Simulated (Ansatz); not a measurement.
Molecule: C$_{2}$H$_{8}$PSi, charge 0, multiplicity 2. It need not be the lowest isomer of its formula. 
Coordinates optimised at B3LYP-D3(BJ)/def2-TZVP (Ansatz, a program for electronic structure):
```
Si
C 1 1.8846
H 2 1.0906 1 111.28
H 2 1.0918 3 108.33 1 -122.19
H 2 1.0950 3 108.01 4 -116.50
C 1 1.8859 2 110.36 3 -179.51
H 6 1.0903 1 111.30 2 179.67
H 6 1.0922 7 108.38 1 122.33
H 6 1.0948 7 108.06 8 116.92
P 1 2.2735 2 108.74 3 54.58
H 10 1.4188 1 94.40 2 176.75
H 10 1.4247 11 93.40 1 95.68
```
Charge 0, spin multiplicity 2.

Property: atomisation energy (electronic, to ground-state atoms), in eV. Cores are frozen in the correlated levels unless marked. UHF or UKS for open shells. Spin-orbit coupling is left out. Non-relativistic unless marked X2C. The coupled-cluster limit lacks core correlation, which all-electron functionals hold. Basis-set limits of correlation are two-point, X^-3; Hartree-Fock from the larger set. The bracket is a focal-point correction in the basis named.

```tsv
level	program	atomisation energy (eV)
HF/cc-pV(D+d)Z	Ansatz	30.87
HF/cc-pV(T+d)Z	Ansatz	31.49
PBE/def2-TZVPD	Ansatz	42.30
r2SCAN/def2-TZVPD	Ansatz	42.20
B3LYP-D4/def2-TZVPD	Ansatz + dftd4	42.24
BHLYP/def2-TZVPD	Ansatz	41.10
r2SCANh/def2-TZVPD	Ansatz	42.06
r2SCAN0/def2-TZVPD	Ansatz	41.85
wB97M-V/def2-TZVPD	Ansatz	42.19
CCSD(T)/6-31G	Ansatz	34.62
CCSD(T)/cc-pV(T+d)Z	Ansatz	40.95
X2C-CCSD(T)/cc-pVTZ-DK	Ansatz	40.78
RI-MP2/CBS(cc-pV(T+d)Z,cc-pV(Q+d)Z)+[CCSD(T)-MP2]/cc-pV(D+d)Z	Ansatz	42.00
RI-MP2/CBS(cc-pV(T+d)Z,cc-pV(Q+d)Z)+[CCSD(T)-MP2]/cc-pV(Q+d)Z	Ansatz	42.05
CCSD(T)/CBS(cc-pV(T+d)Z,cc-pV(Q+d)Z)	Ansatz	42.06
```
